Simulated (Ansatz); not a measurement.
Geometry optimisation, RKS B3LYP-D4/def2-SVP in Ansatz 0.2.0.

Input:

```yaml
crystal:
  periodic: [false, false, false]
  atoms:
    - { symbol: Si, position_ang: [0.087516, -0.469847, -0.34913] }
    - { symbol: "N", position_ang: [0.383789, 0.380151, 2.523434] }
    - { symbol: H, position_ang: [-0.42555, 0.56721, 3.115937] }
    - { symbol: H, position_ang: [1.190513, 0.827125, 2.959274] }
    - { symbol: F, position_ang: [1.356799, 0.49485, -0.391218] }
    - { symbol: F, position_ang: [-1.262879, 0.329781, -0.064313] }
    - { symbol: F, position_ang: [-0.065899, -1.06645, -1.837325] }
    - { symbol: O, position_ang: [0.30035, -1.769965, 0.651071] }
    - { symbol: Si, position_ang: [0.247759, -3.441675, 0.481225] }
    - { symbol: H, position_ang: [1.229699, -3.889099, -0.542708] }
    - { symbol: H, position_ang: [0.597015, -4.010347, 1.809257] }
    - { symbol: H, position_ang: [-1.122787, -3.868066, 0.087834] }
    - { symbol: H, position_ang: [0.546675, -0.644269, 2.543562] }
basis:
  gaussian: { orbitals: def2-SVP }
hamiltonian:
  xc: b3lyp
  dispersion: d4
relax:
  f_tol: 0.03
  max_steps: 50
```

Command:

```bash
$ ansatz run input.yaml --threads 4 --pin off --max-ram 5120MiB --backend cpu --events-out ev --progress --plain --runs-dir out
```

Question: Where does it end, and by what steps?

Answer: The forces met the threshold. The force dipped under the threshold on the way, but the program's further checks kept it going. After 22 steps the energy has fallen by 0.428 eV; H4 moved furthest, 1.21 Å. Joined: Si1–N2 (3.01 → 2.07 Å).

```tsv
step	energy less start (eV)	largest force component (eV/Å)	accepted
0	0.0000	0.764	yes
1	-0.0488	1.402	yes
2	-0.1022	1.351	yes
3	-0.0890	1.375	no
4	-0.2226	0.379	yes
5	-0.2632	0.503	yes
6	-0.3481	0.309	yes
7	-0.2784	1.557	no
8	-0.3807	0.135	yes
9	-0.3897	0.118	yes
10	-0.3980	0.195	yes
11	-0.4079	0.078	yes
12	-0.4182	0.117	yes
13	-0.4245	0.121	yes
14	-0.3728	1.156	no
15	-0.4269	0.041	yes
16	-0.4257	0.267	no
17	-0.4258	0.084	no
18	-0.4273	0.025	yes
19	-0.4279	0.054	yes
20	-0.4281	0.056	yes
21	-0.4282	0.046	yes
22	-0.4283	0.024	yes
```

```xyz
13
Properties=species:S:1:pos:R:3
Si 0.189 -0.471 0.236
N 0.398 0.292 2.152
H -0.382 -0.013 2.738
H 0.425 1.315 2.162
F 1.569 0.352 -0.032
F -1.187 0.400 0.248
F 0.024 -1.061 -1.289
O 0.242 -1.932 1.022
Si 0.149 -3.492 0.404
H 1.277 -3.768 -0.527
H 0.251 -4.405 1.577
H -1.152 -3.721 -0.281
H 1.260 -0.056 2.576
```

Whether the end is a true minimum wasn't checked by a vibrational analysis.

The run took 61 s on 4 threads of Arm Neoverse V1 (shared host), peak memory 0.37 GiB.
